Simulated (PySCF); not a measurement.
A rate constant, worked out

An elementary step of BN₂H₄Cl, closed shell (BN₂H₄Cl ([NH2][B]([NH2])[Cl]) → BNHCl ([NH][B][Cl]) + NH₃ (still joined by a long B–N bond); B–N, N–H broken or loosened, N–H formed or tightened). The start structure is the reactant molecule, and the electronic barrier above it is 2.628 eV by CCSD(T) at an estimated basis limit (MP2 extrapolated from triple and quadruple zeta, plus CCSD(T) − MP2 in triple zeta). Computed with PySCF 2.14 with density fitting (its default auxiliary sets; JK sets also for MP2 and CCSD(T)) (basis: def2-TZVPP and def2-QZVPP); correlated methods freeze the cores. Extrapolation: Hartree–Fock as exp(−7.88 √X), correlation as X^−2.97. Harmonic wavenumbers (analytic Hessian with the translational sum rule) at PBE0-D4/def2-TZVP (PySCF 2.14 with density fitting (its default auxiliary sets; JK sets also for MP2 and CCSD(T))), in cm⁻¹:

Start: 317, 320, 347, 360, 380, 533, 583, 621, 870, 935, 1250, 1440, 1628, 1631, 3646, 3650, 3751, 3752.

Saddle: 1550i, 296, 358, 423, 477, 680, 820, 859, 935, 971, 1079, 1372, 1520, 1575, 2001, 3529, 3617, 3660.

Work out the transition-state-theory rate constant at 800 K from these numbers alone (harmonic vibrations; rotation, path degeneracy and anharmonicity left out), and the Wigner tunnelling factor. Use 1 cm⁻¹ = 1.2398 × 10⁻⁴ eV and k_B = 8.617 × 10⁻⁵ eV/K.

Zero-point energies, half the sums: start 26014/2 cm⁻¹ = 1.6127 eV; saddle, real modes only, 24172/2 cm⁻¹ = 1.4985 eV.
Barrier with zero-point energy: 2.628 + 1.4985 − 1.6127 = 2.5138 eV.
k_BT = 0.06894 eV, so the barrier is 36.46 k_BT.
Vibrational partition functions from the zero-point level, ln q = −Σ ln(1 − exp(−hν/k_BT)): start 5.928, saddle 4.461.
k = (k_BT/h) exp(ln q‡ − ln q) exp(−E0/k_BT), with log₁₀(k_BT/h in s⁻¹) = 13.22: log₁₀ k = 13.22 + (-1.467 − 36.46)/2.3026 = -3.25, so k ≈ 6 × 10^(-4) s⁻¹.
Wigner factor: 1 + (hν‡/k_BT)²/24 = 1 + (2.79)²/24 = 1.32. A change of 1 kcal/mol (0.043 eV) in the barrier would change k by a factor of 1.9 at this temperature.

T1 diagnostic: at most 0.014.

Labels in which every atom is bracketed show which atoms are joined, not bond orders.

For scale, one of the runs: CCSD(T)/def2-TZVPP, 191 basis functions, launched by `OMP_NUM_THREADS=4 python run.py`. Time: 2.9 min of wall clock on 4 CPU threads of a Oxide Virtual Turin-like; the host was shared. Peak host memory: 2.2 GiB.
